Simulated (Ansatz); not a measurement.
Abridged output of a molecular run in Ansatz:

```
Functional definition: HF
935 factors; integrals over basis functions are off by at most 1.2e-3 eV
mean field evaluation 1: about -14163.8929 eV, gradient 3.2e1 eV
mean field evaluation 2: about -14163.8977 eV, gradient 3.2e1 eV
mean field evaluation 4: about -14166.5294 eV, gradient 3.9e0 eV
mean field evaluation 8: about -14166.5861 eV, gradient 2.1e-1 eV
mean field evaluation 16: about -14166.5751 eV, gradient 1.4e0 eV
mean field -14166.58648535 eV, -520.6124508795 hartree, gradient 1.8e-6 eV, S^2 0.000000; 0 other end points of the search recorded, 0 dependent functions left out; unrestricted orbitals would lower it
9 core orbitals not correlated: weight in the atoms' cores, before any rotation towards them, 1.000 or more for the frozen orbitals, at most 0.000 for the correlated occupied ones
reference -14166.58648535 eV, -520.6124508795 hartree; 14, 14 occupied and 71, 71 virtual orbitals, 935 factors
second order -19.07998992 eV of doubles, -0.00000000 eV of singles
cycle   1  -19.40502343 eV  change   -3.3e-1 eV  update   1.0e-1
cycle   2  -19.92900150 eV  change   -5.2e-1 eV  update   3.2e-2
cycle   3  -20.06185468 eV  change   -1.3e-1 eV  update   1.6e-2
cycle   4  -20.05812118 eV  change    3.7e-3 eV  update   3.9e-3
cycle   5  -20.05888385 eV  change   -7.6e-4 eV  update   1.7e-3
cycle   6  -20.05944078 eV  change   -5.6e-4 eV  update   4.6e-4
cycle   7  -20.05928635 eV  change    1.5e-4 eV  update   2.0e-4
cycle   8  -20.05924597 eV  change    4.0e-5 eV  update   9.1e-5
cycle   9  -20.05925495 eV  change   -9.0e-6 eV  update   4.7e-5
cycle  10  -20.05924029 eV  change    1.5e-5 eV  update   2.4e-5
perturbative correction -0.63840422 eV, -0.0234609225 hartree
Total energy: -14187.28412987 eV, -521.3730752860 hartree
```

Its atoms:

Cartesian coordinates in Å:
```
F -0.721 -0.238 -2.230
Si -0.710 0.112 -0.671
C -0.274 -1.152 0.619
N 0.682 -0.448 1.111
C 0.864 0.696 0.171
H -1.953 0.885 -0.408
H -0.587 -2.078 1.099
H 1.795 0.570 -0.385
H 0.903 1.652 0.695
```

Problem. Which basis set was used?
A. cc-pV(T+d)Z
B. def2-SVP
C. def2-SVPD
D. def2-QZVPP

Solution. B. It gives 94 functions.

Problem. Write the keys of the input that set method, charge and spin (a neutral closed shell needs none for the last two).

Solution. 
```yaml
correlation: {method: ccsd_t}
```
